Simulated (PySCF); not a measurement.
**Telling isomers of C5H8FNO apart by NMR**

Theoretical values (PySCF): GFN2-xTB geometry, GIAO PBE0/pcSseg-1 shieldings. Single conformer, in vacuum, no relativistic terms, rapidly exchanging positions averaged.

Chemical shifts δ = σref − σ; 1H (σ = 31.72 ppm) and 13C (σ = 186.93 ppm) against TMS, all at this level. Splittings of carbon signals by F and P are missing where no couplings were computed. Where no couplings were computed, multiplicities follow the n + 1 count of equivalent neighbours, and m marks all less simple cases (inequivalent or close neighbours, rings, F or P nearby). Acid and N–H amide carbonyl carbons lie up to 10 ppm further downfield in solution (hydrogen bonding). Shifts are as computed. Against solution values, carbons near 30 ppm lie about +3 ppm off and those near 130 ppm about +5 ppm. Of 1313 compounds with measured shifts, 239 miss one by over three times the rms of a fit or turn the order of signals round; such compounds aren't used in these exercises. OH and NH positions are gas-phase values without hydrogen bonding to other molecules.

(1) Tabulate the signals of `CC(=O)N/C(C)=C\F`, `C=C(F)NC(=O)CC` and their relative energies.

(2) What is the quickest way to tell CC(=O)N/C(C)=C\F from C=C(F)NC(=O)CC?

Answers

(1) 
| SMILES | carbon types | δC | δH | E rel. (kcal/mol) |
| --- | --- | --- | --- | --- |
| CC(=O)N/C(C)=C\F | 2×C 1×CH 2×CH3 | 168.2, 139.1, 129.4, 25.9, 16.5 | 6.49 (br, 1H), 6.28 (m, 1H), 2.31 (s, 3H), 1.97 (s, 3H) | 1.1 |
| C=C(F)NC(=O)CC | 2×C 2×CH2 1×CH3 | 171.2, 161.0, 78.2, 32.5, 10.0 | 6.15 (br, 1H), 5.57 (m, 1H), 4.43 (m, 1H), 2.21 (q, 2H), 1.22 (t, 3H) | 0.0 |

Energies are electronic energies at PBE0/pcSseg-1 on these geometries, without zero-point or thermal terms, each for the one conformer computed, which needn't be the lowest.

(2) Both give the same number of carbon signals, but DEPT or the intensities differ. The first has a β carbon of an enol-ether or enamine type C=C (CH) at 139.1 ppm, the second a β carbon of an enol-ether or enamine type C=C (CH2) at 78.2 ppm. Their most deshielded carbons lie at 168.2 and 171.2 ppm. In the proton spectra the most deshielded non-exchanging signals are 6.28 (m, 1H) and 5.57 (m, 1H).
